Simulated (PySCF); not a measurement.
## Radial density of Yb³⁺ (ytterbium, charge +3)

r2SCAN0, [Xe] 4f13, 2F determinant. Calculation: PySCF 2.14, in cc-pVTZ-X2C; scalar relativity by spin-free X2C-1e.

```
r (bohr)  4πr²ρ (e/bohr)  4πr²(ρα − ρβ)
  0.0170           91.96         0.0004
  0.0287           84.43         0.0011
  0.0482           118.5         0.0018
  0.0811           112.1         0.0046
   0.136           104.8         0.0731
   0.229           86.57         0.4933
   0.386           60.30         1.3631
   0.649           42.76         1.2322
    1.09           14.74         0.4026
    1.84           3.692         0.0202
    3.09          0.1058        -0.0009
    5.20       0.0001371         0.0000
```

Densities and radii are taken from the X2C orbitals without a picture-change correction, which distorts them close to the nucleus.

Spin-orbit coupling, absent here, splits the open shell strongly.
